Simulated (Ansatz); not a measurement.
System: BH₃, charge 1, doublet. BH3+ (parent SMILES B, doublet).
B3LYP-D3(BJ)/def2-TZVP minimum from Ansatz (a first-principles code):
```
B
H 1 1.1697
H 1 1.2751 2 144.83
H 1 1.2751 2 144.83 3 -180.00
```
Charge +1, spin multiplicity 2.

Total energies in cc-pVQZ, 5 correlated electrons, 1 frozen orbitals. Open shells are spin-unrestricted; no spin-orbit coupling. Correlated methods leave the cores frozen. No relativity. The spin of H3B+ (parent SMILES B, doublet) was assumed, and the state is the lowest solution found for it.

| method | program | energy (Eh) | minus CCSDT(Q) (mEh) |
|---|---|---|---|
| HF | Ansatz | -25.99016 | 110.24 |
| MP2 | Ansatz | -26.07941 | 20.98 |
| CCSD | Ansatz | -26.09787 | 2.52 |
| CCSD(T) | Ansatz | -26.09994 | 0.45 |
| CCSDT(Q) | Ansatz | -26.10039 | 0.00 |

Rough core times of Ansatz's runs on a shared machine: CCSD(T) 30 s, CCSDT(Q) 20 min.
